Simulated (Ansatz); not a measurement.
Reaction (ligand exchange at the Si–O bond): `[F][Sc]([F])[O][SiH3]` + `C[SiH2]BO` → `C[SiH2]BO[SiH3]` + `[OH][Sc]([F])[F]`

Computed with Ansatz on PBE0-D4/def2-TZVP structures; ΔE is electronic, products minus reactants. CCSD(T)/CBS adds triple-zeta CCSD(T) − MP2 to the extrapolated MP2 energy (def2 sets, frozen cores). DFT in def2-TZVPP. For Sc outer-core shells are correlated without core-valence functions, which leaves a few kJ/mol of doubt a bond. Scalar relativity is left out up to krypton. Each species was taken in one conformer, which may not be the lowest.

`[F][Sc]([F])[O][SiH3]`:

```xyz
8

F     2.306    1.850    1.425
Sc    0.770    0.844    1.584
F    -0.023    0.634    3.234
O     0.018    0.031    0.066
Si   -0.619   -0.674   -1.264
H    -0.696    0.310   -2.377
H    -1.989   -1.178   -0.977
H     0.233   -1.817   -1.689
```

`C[SiH2]BO`:

Cartesian coordinates in Å:
```
C 0.989 1.355 0.252
Si 0.461 -0.391 0.693
B -1.047 -1.105 -0.458
O -1.564 -0.306 -1.421
H 1.335 1.401 -0.783
H 0.149 2.046 0.354
H 1.798 1.701 0.899
H 1.626 -1.321 0.579
H 0.030 -0.448 2.124
H -1.500 -2.214 -0.317
H -2.275 -0.717 -1.922
```

`C[SiH2]BO[SiH3]`:

Cartesian coordinates in Å:
```
C -0.733 -2.636 0.682
Si 0.639 -1.364 0.504
B 0.000 0.324 -0.430
O 0.471 1.534 -0.058
Si 0.182 3.063 -0.635
H -1.534 -2.260 1.323
H -0.356 -3.562 1.122
H -1.166 -2.874 -0.292
H 1.732 -1.948 -0.336
H 1.234 -1.063 1.839
H -0.791 0.276 -1.347
H -0.787 3.007 -1.760
H -0.363 3.874 0.479
H 1.473 3.630 -1.091
```

`[OH][Sc]([F])[F]`:

Cartesian coordinates in Å:
```
O -1.274 0.014 -0.246
Sc 0.544 -0.006 0.105
F 1.254 1.025 1.464
F 1.686 -1.057 -0.897
H -2.209 0.025 -0.425
```

| species | B2PLYP energy (Eh) |
| --- | --- |
| `[F][Sc]([F])[O][SiH3]` | -1326.90606 |
| `C[SiH2]BO` | -431.74900 |
| `C[SiH2]BO[SiH3]` | -722.36005 |
| `[OH][Sc]([F])[F]` | -1036.28355 |

Q: Work out ΔE.

A: ΔE = (-722.36005) + (-1036.28355) − (-1326.90606) − (-431.74900) = 0.01146 Eh = +0.31 eV. CCSD(T)/CBS gives +0.33 eV.

Largest T1 diagnostic among the species: 0.017.
